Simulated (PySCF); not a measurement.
Geometry:
```csv
atom,x (Å),y (Å),z (Å)
Si1,0.047,1.413,-0.656
F2,1.486,1.706,-1.277
F3,-0.966,1.170,-1.866
F4,-0.425,2.720,0.124
O5,0.089,0.152,0.331
Si6,-0.005,-1.464,0.739
H7,0.730,-1.651,2.018
H8,-1.438,-1.836,0.903
H9,0.616,-2.280,-0.342
```

Calculated, not measured (PySCF 2.14): NMR shieldings at KT2/pcSseg-1/GIAO, geometry from PBE0-D3(BJ)/def2-SVP. In vacuum, rapidly exchanging positions averaged, non-relativistic Hamiltonian, one conformer.

δ = σ(ref) − σ, references computed at the same level: 1H (σ = 31.18 ppm), 29Si (σ = 361.05 ppm) vs TMS; CFCl3 for 19F (σ = 138.57 ppm); 17O (σ = 330.66 ppm) vs H2O.

| atoms | nucleus | count | δ (ppm) |
| --- | --- | --- | --- |
| Si1 | 29Si | 1 | -96.5 |
| Si6 | 29Si | 1 | -27.6 |
| H7/H8/H9 | 1H | 3 | ? |
| O5 | 17O | 1 | ? |
| F2/F3/F4 | 19F | 3 | -184.1 |

Fill in the missing shifts.

## Answers


- H7/H8/H9: 5.25 ppm, hydrogen on a silicon bonded to O
- O5: 27.5 ppm, oxygen bonded to 2 Si

Unscaled 19F shifts against computed CFCl3 carry errors that often reach 10 to 50 ppm. Experimental scales use liquid or dissolved standards, which lie at an offset from isolated H2O (liquid H2O: subtract about 36 ppm).
